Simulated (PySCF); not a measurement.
# Computed structure and properties of [DyCl4]−

System: [DyCl4]− (singlet in the valence; each metal's 4f electrons, 9 of them, lie in its core potential, out of spins and levels); start: template (Td). Method: PySCF 2.14.0, RKS BP86, Dy lcecp-1-SVP with ECP55, Cl def2-SVP; non-relativistic Hamiltonian with scalar-relativistic core potentials where named; density fitting; no spin-orbit coupling.

Input of the relaxation:

```python
mol = gto.M(atom='''
Dy     0.00000    -0.00000     0.00000
Cl     1.50740     1.50740     1.50740
Cl    -1.50740    -1.50740     1.50740
Cl     1.50740    -1.50740    -1.50740
Cl    -1.50740     1.50740    -1.50740''',
    basis={'Dy': 'lcecp-1-SVP', 'Cl': 'def2-SVP'},
    ecp={'Dy': 'lcecp-1-SVP'},
    charge=-1, spin=0)
mf = dft.RKS(mol, xc='B88,P86')
mf.grids.atom_grid = (50, 194)  # f atoms: unpruned, at least (60, 302)
mf = mf.density_fit()  # fitting sets: Dy AutoAux, Cl def2-universal-JKFIT
mf.conv_tol = 1e-08; mf.max_cycle = 55
mf.kernel(dm0)  # dm0: converged density of the start geometry
# quasi-Newton relaxation in Cartesian coordinates to a largest gradient under 0.00045 Eh/bohr, steps kept in the point group
```

Run from Python with OMP_NUM_THREADS=2; the lines above give its settings. Where DIIS fails, smearing, a level shift and second-order steps follow.
It took 36 s on 2 threads of AMD EPYC 7571, with other jobs on the host, from the converged density of the start.

Course of the relaxation:

```
step  energy above end (eV)  largest force component within the symmetry (eV/Å)
   0                 0.1009                                               0.391
   1                 0.0279                                               0.216
   2                 0.0006                                               0.033
   3                 0.0000                                               0.003
```

Relaxed geometry (Td):

```xyz
5

Dy    0.0000    0.0000    0.0000
Cl    1.4667    1.4667    1.4667
Cl   -1.4667   -1.4667    1.4667
Cl    1.4667   -1.4667   -1.4667
Cl   -1.4667    1.4667   -1.4667
```

```
     contact      Å
Dy1–Cl2 (Cl)  2.540
Dy1–Cl3 (Cl)  2.540
Dy1–Cl4 (Cl)  2.540
Dy1–Cl5 (Cl)  2.540
```

On the finer grid (75, 302):

```
HOMO                                                          : -3.14 eV
LUMO                                                          : 2.96 eV
Dipole about the centre of mass                               : 0.00 D
Set of Mulliken populations of Dy1 outside the core potential : s 2.35, p 6.50, d 1.58, f 0.04
D3(BJ) dispersion energy (not in the energies)                : -0.398 eV
```

| atom | Mulliken (e) | Löwdin (e) | spin (e) |
| --- | --- | --- | --- |
| Dy1 | 0.53 | -0.59 | 0.00 |
| Cl2 | -0.38 | -0.10 | 0.00 |
| Cl3 | -0.38 | -0.10 | 0.00 |
| Cl4 | -0.38 | -0.10 | 0.00 |
| Cl5 | -0.38 | -0.10 | 0.00 |

The 4f levels lie in the core potential and are missing. Their spin isn't counted.

On the grid (50, 194), as all that follows. Harmonic modes: a minimum; lowest 76 cm⁻¹ (negative: unstable), highest 306 cm⁻¹, zero-point energy 0.101 eV.

Taking off one Cl (charge -1, singlet; the rest: singlet) in vacuum, both parts rigid, costs 4.99 eV; the small basis without counterpoise inflates it.

Rigid scan of Cl along the line from its metal:

```
distance to Cl2 (Å)  energy (eV)
               2.24        0.633
               2.34        0.244
               2.44        0.054
               2.54        0.000
               2.64        0.042
               2.74        0.146
               2.94        0.465
               3.24        1.037
               3.64        1.756
               4.14        2.467
```

One start shape was tried, so this needn't be the lowest isomer.

An lcecp potential fixes the number of 4f electrons, so in runs with it no electron can move into or out of that shell.
